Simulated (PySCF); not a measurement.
KLi: mean field, correlation and small terms against distance

State: ¹Σ⁺, singlet, closed shell. RHF-based CCSD(T) in PySCF 2.14 with K cc-pwCVDZ-X2C, Li aug-cc-pVDZ-DK and K cc-pwCVTZ-X2C, Li aug-cc-pVTZ-DK (frozen core orbitals: 6; spin-free X2C with a Gaussian nucleus). Correlation energies are extrapolated as n⁻³ (n = 2, 3), Hartree–Fock as (n+1)·exp(−9√n). CV is the change on freezing 5 orbitals instead, in K cc-pwCVTZ-X2C, Li cc-pCVTZ-DK. All energies in eV from K + Li.

```csv
R (Å),HF/CBS,CCSD corr.,(T),CV,total
2.9966,0.149,-0.813,-0.0452,-0.0070,-0.716
3.1328,0.076,-0.785,-0.0413,-0.0054,-0.756
3.2690,0.030,-0.760,-0.0383,-0.0039,-0.772
3.4052,0.007,-0.738,-0.0359,-0.0025,-0.769
3.5415,0.004,-0.718,-0.0343,-0.0014,-0.751
3.7117,0.020,-0.698,-0.0333,-0.0001,-0.712
3.8820,0.054,-0.682,-0.0333,0.0009,-0.660
```

A fit to the total gives Re = 3.3112 Å, De = 0.773 eV, ωe = 210.6 cm⁻¹, Be = 0.2586 cm⁻¹ (masses 38.9637 and 7.0160 u).

Question: At R = 3.2690 Å the CCSD correlation energy is -0.154976 hartree in the smaller basis and -0.247771 in the larger. Extrapolate it.

Answer: (3³·E3 − 2³·E2)/(3³ − 2³) = -0.28684 hartree; the larger basis holds 86.4 % of it.

The T1 diagnostic is 0.014. The open-shell atoms are computed with UHF. Spin–orbit coupling, excitations beyond (T) and corrections to the Born–Oppenheimer picture are left out.
